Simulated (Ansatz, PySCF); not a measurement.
Spin states of Cl3Nb (SMILES [Cl][Nb]([Cl])[Cl]), each relaxed with B3LYP-D3(BJ)/def2-TZVP.
State 1 (charge 0, multiplicity 3):
```xyz
4

Nb     0.071     0.000    -0.038
Cl     2.224    -0.419    -0.662
Cl    -0.948    -0.841     1.843
Cl    -1.405     1.327    -1.199
```
State 2 (charge 0, multiplicity 1):
```xyz
4

Nb    -0.014     0.017    -0.014
Cl     2.117    -0.401    -0.627
Cl    -0.846    -0.900     1.873
Cl    -1.315     1.351    -1.288
```

Singlets are restricted, other states unrestricted; no spin–orbit coupling, no relativity up to Kr; see below for the cores. The largest T1 diagnostic is 0.025.

Correlated levels freeze the inner cores; with def2 sets outer-core shells near the valence are correlated too. CBS(a, b) extrapolates the correlation energy as X⁻³ and adds the Hartree–Fock energy of set b.

Codes used: Ansatz (Gaussian basis) for Hartree–Fock, density functionals and correlated methods; PySCF for the dispersion terms. Values without a source in brackets are computed. In def2 rows elements past Kr take small-core potentials, without spin–orbit coupling.

PBE/def2-TZVPP gives 38.8 kJ/mol for the energy of the multiplicity-1 state less that of the multiplicity-3 state.

How do the other levels lie against it? Give each less PBE: PBE-D3(BJ)/def2-TZVPP, r2SCAN/def2-TZVPP, B3LYP/def2-TZVPP, wB97M-V/def2-TZVPP, B2PLYP/def2-TZVPP, CCSD(T)/CBS(def2-SVP, def2-TZVPP).

PBE-D3(BJ)/def2-TZVPP -0.2; r2SCAN/def2-TZVPP 16.4; B3LYP/def2-TZVPP -4.2; wB97M-V/def2-TZVPP -10.6; B2PLYP/def2-TZVPP -7.7; CCSD(T)/CBS(def2-SVP, def2-TZVPP) -9.5 kJ/mol. 1 of 6 lie above PBE; the widest gap is to r2SCAN/def2-TZVPP.

Doubts at one or more of the structures used: a restricted determinant that unrestricted orbitals would lower (B2PLYP/def2-TZVPP, CCSD(T)/CBS(def2-SVP, def2-TZVPP)).

Ansatz is a program for electronic structure.
